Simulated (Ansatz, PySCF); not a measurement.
Gas-phase reaction in SMILES: Cl[Si](Br)(Br)Br → Cl[Si](Br)Br + Br atom (the Br-Si bond at the site shown breaks; other sites are not compared here)
Geometries: B3LYP-D3(BJ)/def2-TZVP minima from Ansatz (a quantum-chemistry and plane-wave program). Frequencies are from Ansatz or PySCF.
Geometry of the first species:
```
Si
Cl 1 2.0385
Br 1 2.2067 2 109.24
Br 1 2.2067 2 109.24 3 120.00
Br 1 2.2067 2 109.24 3 -120.00
```

Wanted: bond dissociation energy (0 K, with B3LYP-D3(BJ) harmonic zero-point energies), in kJ/mol. Correlated levels leave the core frozen unless marked. UHF or UKS for open shells. Spin-orbit coupling is left out. The frozen core is the preceding noble-gas configuration, with the filled d and f shells of earlier blocks. Non-relativistic. CBS marks a two-point X^-3 extrapolation of the correlation energy; Hartree-Fock from the larger set.

```json
[
 {"level": "BLYP-D3(BJ)/def2-TZVPD", "program": "Ansatz + dftd3", "bond dissociation energy (kJ/mol)": "…"},
 {"level": "revPBE-D3(BJ)/def2-TZVPD", "program": "Ansatz + dftd3", "bond dissociation energy (kJ/mol)": "361.1"},
 {"level": "BHLYP-D3(BJ)/def2-TZVPD", "program": "Ansatz + dftd3", "bond dissociation energy (kJ/mol)": "…"},
 {"level": "r2SCAN0-D4/def2-TZVPD", "program": "Ansatz + dftd4", "bond dissociation energy (kJ/mol)": "371.9"},
 {"level": "HSE06-D4/def2-TZVPD", "program": "Ansatz + dftd4", "bond dissociation energy (kJ/mol)": "378.3"},
 {"level": "CAM-B3LYP-D4/def2-TZVPD", "program": "Ansatz + dftd4", "bond dissociation energy (kJ/mol)": "366.5"},
 {"level": "B2PLYP-D3(BJ)/def2-TZVPD", "program": "Ansatz + dftd3", "bond dissociation energy (kJ/mol)": "373.4"},
 {"level": "B2PLYP-D4/def2-TZVPD", "program": "Ansatz + dftd4", "bond dissociation energy (kJ/mol)": "371.1"},
 {"level": "RPA@PBE/def2-TZVPP", "program": "Ansatz", "bond dissociation energy (kJ/mol)": "…"},
 {"level": "SCS-MP2/def2-QZVPP", "program": "Ansatz", "bond dissociation energy (kJ/mol)": "392.8"},
 {"level": "CCSD(T)/CBS(def2-TZVPP,def2-QZVPP)", "program": "Ansatz", "bond dissociation energy (kJ/mol)": "…"}
]
```

Problem. What belongs in the gaps?

Solution. 
- BLYP-D3(BJ)/def2-TZVPD, bond dissociation energy (kJ/mol): 352.5
- BHLYP-D3(BJ)/def2-TZVPD, bond dissociation energy (kJ/mol): 363.1
- RPA@PBE/def2-TZVPP, bond dissociation energy (kJ/mol): 332.6
- CCSD(T)/CBS(def2-TZVPP,def2-QZVPP), bond dissociation energy (kJ/mol): 390.9
